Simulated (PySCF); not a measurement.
Computed shifts of a molecule C5H4O2, B3LYP/pcSseg-1 (PySCF), GIAO, gas phase, equivalent atoms averaged, in ppm (number of nuclei): ¹³C: 190.5 (1), 179.2 (1), 162.0 (1), 116.8 (1), 106.9 (1). ¹H: 8.12 (1), 6.09 (1), 6.05 (1), 5.52 (1). References: ¹³C against TMS (σ = 181.3 ppm); ¹⁷O against H2O (σ = 333.8 ppm); ¹H against TMS (σ = 31.68 ppm), references at their B3LYP-D3(BJ)/def2-TZVP geometries, non-relativistic. The structure is a stationary point at B3LYP-D3(BJ)/def2-SVP. The values are those of a single conformer.

### Question
Identify the compound among the candidates.
A. C=C1OC=CC1=O
B. C=C1OC(=C)C1=O
C. C=C=C1OCC1=O
D. C=C1C=COC1=O

### Answer
A, C=C1OC=CC1=O
